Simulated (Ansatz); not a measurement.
The cluster Ti2O4⁻. Total charge -1; doublet. Geometry PBE-D4/def2-SVPD; atoms count from 1.

| atom | x (Å) | y (Å) | z (Å) |
| --- | --- | --- | --- |
| Ti1 | 0.468 | 1.079 | -0.667 |
| Ti2 | -0.467 | -1.079 | 0.667 |
| O3 | 0.382 | 2.740 | -0.488 |
| O4 | -1.073 | 0.022 | -0.717 |
| O5 | 1.073 | -0.022 | 0.716 |
| O6 | -0.383 | -2.740 | 0.489 |

Another isomer (doublet) lies 0.04 eV lower at PBE0-D4/def2-TZVPD.

(1) Estimate the Mulliken populations from the PBE0/def2-TZVPD orbitals of Ansatz.

(2) Where does the spin sit?

(3) And the Mayer bond orders between bonded heavy atoms (over 0.3)?

Answers

(1) 
```json
{"atom": "Ti1", "charge (e)": "1.49", "spin (α − β)": "0.64", "d electrons": "2.22"}
{"atom": "Ti2", "charge (e)": "1.49", "spin (α − β)": "0.63", "d electrons": "2.22"}
{"atom": "O3", "charge (e)": "-0.90", "spin (α − β)": "-0.06", "d electrons": "–"}
{"atom": "O4", "charge (e)": "-1.09", "spin (α − β)": "-0.08", "d electrons": "–"}
{"atom": "O5", "charge (e)": "-1.09", "spin (α − β)": "-0.08", "d electrons": "–"}
{"atom": "O6", "charge (e)": "-0.90", "spin (α − β)": "-0.06", "d electrons": "–"}
```
Mulliken values and Mayer orders depend strongly on the basis. With diffuse functions, as here, like atoms can get unlike values, and bond orders can come out too low or too high.

(2) Summed by element: Ti 1.27, O -0.27, of 1 unpaired in all. Largest on single atoms: Ti1 0.64, Ti2 0.63, O4 -0.08.

(3) Ti1–Ti2 0.57 (2.70 Å); Ti1–O3 1.62 (1.67 Å); Ti1–O4 0.65 (1.87 Å); Ti1–O5 0.65 (1.87 Å); Ti2–O4 0.65 (1.87 Å); Ti2–O5 0.65 (1.87 Å); Ti2–O6 1.62 (1.67 Å).
